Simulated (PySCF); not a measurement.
**Circular dichroism: `InChI=1S/C6H10FN/c7-5-3-4-1-2-6(5)8-4/h4-6,8H,1-3H2/t4-,5+,6+/m1/s1`**

Molfile (atoms numbered from 1):
```
C6H10FN
     RDKit          3D

 18 19  0  0  0  0  0  0  0  0999 V2000
   -0.0620    2.1277   -1.0931 F   0  0  0  0  0  0  0  0  0  0  0  0
   -0.5489    1.4269   -0.0134 C   0  0  1  0  0  0  0  0  0  0  0  0
   -1.4497    0.2571   -0.4440 C   0  0  0  0  0  0  0  0  0  0  0  0
   -0.7276   -0.9369    0.1934 C   0  0  1  0  0  0  0  0  0  0  0  0
    0.5466   -1.2336   -0.6242 C   0  0  0  0  0  0  0  0  0  0  0  0
    1.4531   -0.0526   -0.2299 C   0  0  0  0  0  0  0  0  0  0  0  0
    0.5607    0.7083    0.7733 C   0  0  2  0  0  0  0  0  0  0  0  0
   -0.2408   -0.3198    1.4241 N   0  0  0  0  0  0  0  0  0  0  0  0
   -1.0735    2.1574    0.6089 H   0  0  0  0  0  0  0  0  0  0  0  0
   -2.4546    0.3675   -0.0427 H   0  0  0  0  0  0  0  0  0  0  0  0
   -1.5016    0.1895   -1.5285 H   0  0  0  0  0  0  0  0  0  0  0  0
   -1.3651   -1.8009    0.3715 H   0  0  0  0  0  0  0  0  0  0  0  0
    0.3449   -1.2706   -1.6925 H   0  0  0  0  0  0  0  0  0  0  0  0
    0.9792   -2.1894   -0.3253 H   0  0  0  0  0  0  0  0  0  0  0  0
    1.7240    0.5724   -1.0775 H   0  0  0  0  0  0  0  0  0  0  0  0
    2.3688   -0.3886    0.2576 H   0  0  0  0  0  0  0  0  0  0  0  0
    1.0998    1.3499    1.4675 H   0  0  0  0  0  0  0  0  0  0  0  0
    0.3379   -0.9581    1.9632 H   0  0  0  0  0  0  0  0  0  0  0  0
  1  2  1  0
  2  3  1  0
  3  4  1  0
  4  5  1  0
  5  6  1  0
  6  7  1  0
  7  8  1  0
  7  2  1  0
  8  4  1  0
  2  9  1  1
  3 10  1  0
  3 11  1  0
  4 12  1  1
  5 13  1  0
  5 14  1  0
  6 15  1  0
  6 16  1  0
  7 17  1  1
  8 18  1  0
M  END
```

Level of theory: TDDFT CAM-B3LYP/def2-SVPD circular dichroism and optical rotation, one conformer, gas phase in PySCF. Geometry: GFN2-xTB.

States above about 8.5 eV (minus the energy of the highest occupied orbital) lie near or above the ionisation threshold and depend on the basis.

Q: Assign R or S to each stereocentre.

A: C2 S, C4 R, C7 S.

Q: Which excitations and rotatory strengths does the calculation give?

A: Rotatory strengths R in 10⁻⁴⁰ esu² cm², velocity form and length form (origin at the centre of mass); f in length form.
| state | E (eV) | λ (nm) | f | R (velocity) | R (length) | main |
| --- | --- | --- | --- | --- | --- | --- |
| 1 | 6.51 | 190 | 0.017 | 0.0 | 0.0 | HOMO→LUMO 0.82 |
| 2 | 7.53 | 165 | 0.007 | -4.3 | -4.7 | HOMO→LUMO+1 0.78 |
| 3 | 7.71 | 161 | 0.003 | +2.0 | +1.5 | HOMO→LUMO+2 0.66, HOMO→LUMO+5 0.09 |
| 4 | 8.11 | 153 | 0.006 | -4.4 | -4.4 | HOMO→LUMO+3 0.76 |
| 5 | 8.29 | 149 | 0.006 | -3.4 | -3.7 | HOMO→LUMO+4 0.39, HOMO→LUMO+5 0.27 |
| 6 | 8.34 | 149 | 0.0003 | -0.2 | 0.0 | HOMO−1→LUMO 0.90 |
| 7 | 8.51 | 146 | 0.010 | -9.4 | -7.9 | HOMO→LUMO+6 0.78 |
| 8 | 8.55 | 145 | 0.010 | +4.2 | +3.5 | HOMO→LUMO+5 0.48, HOMO→LUMO+4 0.43 |

Among the states computed, the strongest CD band (largest |R|) is state 7. The largest dissymmetry factor in size, g = 4R/(D+G), with D and G the electric and magnetic dipole strengths, is -0.01 for state 7 (velocity form, f = 0.012), among bands with |R| over 0.5. The mirror image has the same energies and oscillator strengths and all R with the opposite sign.
